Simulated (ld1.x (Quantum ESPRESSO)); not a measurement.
Results of a calculation; reference values are marked as such.
**Hardness and transferability of assorted potentials**

Generated with ld1.x 7.5 (TM, RRKJ, ultrasoft, PAW), atompaw 4.2 or ONCVPSP 4.0.1. The cutoff is in Ry: for ld1.x and atompaw files where the sum of valence levels is converged to 10 mRy in a Bessel basis, for ONCV files where the hardest occupied wave has 1 mHa per electron of residual kinetic energy. The error is the largest all-electron minus pseudo excitation energy over each file’s own four to seven test configurations (ionisations up to +4, promotions, holes and added fractions of an electron), all of which were solved. The labels leave out finer settings (local radius, basis sizes, second energies), which also bear on the numbers. Spin-polarised tests are not counted. The rows are a selection from randomly drawn settings: files with unsolved tests, undetermined cutoffs or missed reference levels are left out.

A true bound ghost makes a file unfit for plane-wave use even where its test errors are small: the radial tests pick states by their node count and pass the ghost by.

| element | potential | cutoff (Ry) | largest error (meV) | bound ghosts |
| --- | --- | --- | --- | --- |
| Al | PAW, PBE, scalar-relativistic, rc 1.90/2.65 (sp), local smoothed, core correction yes, reference 3s2 3p1 | 8 | -18 | none |
| S | PAW, LDA (PZ), scalar-relativistic, rc 1.50/1.10/1.40 (spd), local smoothed, core correction yes, reference 3s2 3p4 | 45 | -43 | p |
| Br | TM, LDA (PZ), fully relativistic, rc 1.00/1.80/1.65 (spd), local d, core correction yes, reference 4s2 4p4 | 200 | -110 | s |
| In | ultrasoft, PBE, fully relativistic, rc 2.15/2.50/2.85 (spd), local smoothed, core correction yes, reference 5s2 5p1 | 6 | -224 | d5/2 |
| Hf | TM, revPBE, fully relativistic, rc 2.95/4.20/1.95 (spd), local s, core correction yes, reference 5d2 6s1.5 6p0.5 | 25 | -254 | none |

(1) Fill in the row for I: TM, PBE, fully relativistic, rc 1.64/2.18/2.24 (spd), local s, core correction yes, reference 5s2 5p4.

(2) Fill in the row for As: PAW, PBEsol, scalar-relativistic, rc 1.55/0.95/1.10 (spd), local smoothed, core correction yes, reference 3p6 3d10 4s2 4p3.

(3) Fill in the row for Bi: TM, LDA (PZ), fully relativistic, rc 1.55/2.65/2.60 (spd), local s, core correction yes, reference 6s2 6p3.

Answers

(1) cutoff 35 Ry, largest error -87 meV, bound ghosts: none.

(2) cutoff 140 Ry, largest error -122 meV, bound ghosts: none.

(3) cutoff 50 Ry, largest error -825 meV, bound ghosts: d5/2.
